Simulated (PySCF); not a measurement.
SMILES C[SiH2]Br, B3LYP/def2-SVP optimised geometry.

```
8

C      1.13    -0.54     0.00
Si    -0.75    -0.54     0.00
Br    -1.52     1.58     0.00
H      1.50    -1.58     0.01
H      1.52    -0.04    -0.90
H      1.52    -0.03     0.89
H     -1.29    -1.21     1.21
H     -1.29    -1.21    -1.21
```

Density from B3LYP/def2-TZVP in PySCF 2.14.0 at that geometry.

Minimum of the electron density along straight lines between bonded atoms, close to the bond critical point (lines longer than 1.1 times the sum of covalent radii, or with two minima, are not listed):

```tsv
bond	length / Å	ρ at the minimum / e bohr⁻³	∇²ρ there / e bohr⁻⁵	position (fraction from the first atom)
C1–Si2	1.876	0.124	___	0.61
Si2–Br3	2.254	___	___	0.35
C1–H4	1.103	0.266	-0.87	0.64
C1–H5	1.101	0.268	-0.88	0.64
C1–H6	1.101	0.268	-0.88	0.64
Si2–H7	1.489	0.123	0.13	0.49
Si2–H8	1.489	0.123	0.13	0.49
```

Q: Some entries are withheld; supply them.

A: 
- C1–Si2, ∇²ρ there / e bohr⁻⁵: 0.15
- Si2–Br3, ρ at the minimum / e bohr⁻³: 0.085
- Si2–Br3, ∇²ρ there / e bohr⁻⁵: 0.05
